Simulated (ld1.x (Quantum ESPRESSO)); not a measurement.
Varying the TM potential for zirconium (Zr)

Base potential:

```
Element                 : zirconium (Zr)
Generator               : ld1.x (Quantum ESPRESSO) 7.5
Type                    : norm-conserving Troullier–Martins (Kleinman–Bylander form)
Functional              : PBE
Relativity              : scalar-relativistic
Frozen core             : [Ar] 3d10 4s2
Valence charge          : 10
Reference configuration : 4p6 4d2 5s0 5p0 (charge +2)
Partial waves           : 4p (bound): rc 1.95 bohr; 4d (bound): rc 2.60 bohr; 5s (bound, empty): rc 2.80 bohr
Local potential         : the s channel
Core correction         : none
```

Cutoffs, loose and tight: the cutoffs (Ry, on a coarse ladder) from which the occupation-weighted sum of valence levels, in a spherical-Bessel basis at the reference potential, stays within 10 and 1 mRy of its value at 400 Ry. They do not see the model core or the augmentation charge, which bear on the density cutoff. Test errors are all-electron minus pseudo excitation energies from the reference, over the configurations 4p6 4d2 5s2 5p0; 4p6 4d2 5s1 5p0; 4p6 4d1 5s0 5p0; 4p6 4d2 5s1.5 5p0; 4p6 4d2.5 5s1.5 5p0; 4p6 4d2 5s1 5p1; 4p5 4d2 5s2 5p0. A dash means not determined; rows that change the core or the reference have their own tests.

| change | outcome | cutoff, loose | cutoff, tight | bound ghosts | largest test error (meV) |
| --- | --- | --- | --- | --- | --- |
| base | generated | 30 Ry | 40 Ry | none | -447 |
| all radii scaled by about 0.85 (s 2.38, p 1.66, d 2.20 bohr) | generated | 40 Ry | 80 Ry | none | -378 |
| all radii scaled by about 1.18 (s 3.32, p 2.30, d 3.08 bohr) | generated | 21 Ry | 35 Ry | none | -443 |
| all radii scaled by about 1.26 (s 3.54, p 2.46, d 3.28 bohr) | generated | 21 Ry | 35 Ry | none | -440 |
| all radii scaled by about 1.39 (s 3.88, p 2.70, d 3.60 bohr) | generated | 21 Ry | 35 Ry | none | -436 |

Question: What comes out with this change to the base: all radii scaled by about 0.96 (s 2.70, p 1.88, d 2.50 bohr)?

Answer: outcome: generated; cutoff, loose: 30 Ry; cutoff, tight: 45 Ry; bound ghosts: none; largest test error (meV): -438.

Question: What comes out with this change to the base: all radii scaled by about 0.78 (s 2.18, p 1.52, d 2.02 bohr)?

Answer: outcome: generated; cutoff, loose: 45 Ry; cutoff, tight: 90 Ry; bound ghosts: none; largest test error (meV): -319.

Question: What comes out with this change to the base: all radii scaled by about 1.07 (s 3.00, p 2.10, d 2.80 bohr)?

Answer: outcome: generated; cutoff, loose: 25 Ry; cutoff, tight: 40 Ry; bound ghosts: none; largest test error (meV): -449.

Reading the sweep of the scale of all radii (base = 1) (base included, trends over the rows without a ghost): The loose cutoff falls from 45 Ry at 0.78 to 21 Ry at 1.39. A larger radius leaves more room for a smooth pseudo-wave, so fewer plane waves are needed; a smaller one forces it to follow the all-electron wave where it bends sharply. The median size of the test errors (rows with all tests solved) falls from 45.0 meV at 0.78 to 10.6 meV at 1.39, with one reversal. This runs against the usual rule that a larger radius transfers worse; these runs do not show why.
